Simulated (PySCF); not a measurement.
Members of one family of related compounds. Computed with TDDFT PBE0/def2-SVPD, vertical, gas phase, core orbitals frozen in the response (PySCF). Geometries: PBE0-D3(BJ)/def2-SVP; one conformer of each isolated species. Triplets are in the Tamm–Dancoff approximation.

Task: Rank by computed HOMO energy, lowest first.
A. `CC(=O)O[Si](C)(C)OC(C)=O` (Si(OAc)2Me2)
B. `CCO[Si](C)(C)OCC` (Si(OEt)2Me2)
C. `CCN(CC)[Si](C)(C)N(CC)CC` (SiMe2(NEt2)2)
D. `CC(C)(C)O[Si](C)(C)OC(C)(C)C` (Si(OtBu)2Me2)
E. `C[Si](C)(C)[Si](C)(C)[Si](C)(C)C` (SiMe2(SiMe3)2)
F. `CC(C)(C)N[Si](C)(C)NC(C)(C)C` (SiMe2(NHtBu)2)
G. `C[Si](C)(N1CCCC1)N1CCCC1` (SiMe2(pyrrolidide)2)

Result: A (-7.94 eV), B (-7.62 eV), D (-7.41 eV), E (-6.50 eV), F (-6.32 eV), C (-5.85 eV), G (-5.64 eV).

| SMILES | HOMO (eV) | f (S1) | first f ≥ 0.01 (nm) | α (au) | gap (eV) | S1 mainly |
| --- | --- | --- | --- | --- | --- | --- |
| CC(=O)O[Si](C)(C)OC(C)=O | -7.94 | 0.001 | 168 | 106.4 | 7.97 | H→L (53%) in one of a degenerate set |
| CCO[Si](C)(C)OCC | -7.62 | 0.010 | 176 | 107.0 | 8.10 | H→L (95%) |
| CC(C)(C)O[Si](C)(C)OC(C)(C)C | -7.41 | 0.062 | 180 | 152.8 | 7.80 | H→L (96%) |
| C[Si](C)(C)[Si](C)(C)[Si](C)(C)C | -6.50 | 0.061 | 212 | 183.8 | 6.80 | H→L (91%) |
| CC(C)(C)N[Si](C)(C)NC(C)(C)C | -6.32 | 0.029 | 219 | 163.7 | 6.65 | H→L (93%) |
| CCN(CC)[Si](C)(C)N(CC)CC | -5.85 | 0.046 | 229 | 163.8 | 6.34 | H→L (96%) |
| C[Si](C)(N1CCCC1)N1CCCC1 | -5.64 | 0.009 | 203 | 154.0 | 6.12 | H→L (96%) |

H and L stand for HOMO and LUMO.

- `CC(=O)O[Si](C)(C)OC(C)=O`: Löwdin shares by element: HOMO oxygen 78% (atoms not listed hold the other 22%); LUMO carbon 36% or more, oxygen 28% or more (atoms not listed hold the other 36%).
- `CCO[Si](C)(C)OCC`: Löwdin shares by element: HOMO oxygen 43%, carbon 13% or more, silicon 9% (atoms not listed hold the other 35%); LUMO carbon 26% or more, silicon 13% (atoms not listed hold the other 60%).
- `CC(C)(C)O[Si](C)(C)OC(C)(C)C`: Löwdin shares by element: HOMO oxygen 40%, carbon 24% or more (atoms not listed hold the other 36%); LUMO carbon 19% or more, silicon 7% (atoms not listed hold the other 74%).
- `C[Si](C)(C)[Si](C)(C)[Si](C)(C)C`: Löwdin shares by element: HOMO silicon 60%, carbon 6% or more (atoms not listed hold the other 35%); LUMO carbon 19% or more, silicon 7% or more (atoms not listed hold the other 74%).
- `CC(C)(C)N[Si](C)(C)NC(C)(C)C`: Löwdin shares by element: HOMO nitrogen 54% or more, carbon 14% or more, silicon 7% (atoms not listed hold the other 26%); LUMO carbon 15% or more, silicon 8% (atoms not listed hold the other 78%).
- `CCN(CC)[Si](C)(C)N(CC)CC`: Löwdin shares by element: HOMO nitrogen 55%, silicon 4% (atoms not listed hold the other 40%); LUMO carbon 22% or more (atoms not listed hold the other 78%).
- `C[Si](C)(N1CCCC1)N1CCCC1`: Löwdin shares by element: HOMO nitrogen 55%, carbon 10% or more (atoms not listed hold the other 36%); LUMO carbon 16% or more, silicon 6% (atoms not listed hold the other 78%).

Without π bonds the low states are Rydberg-like; a valence basis with one diffuse set may place them up to an eV too high.
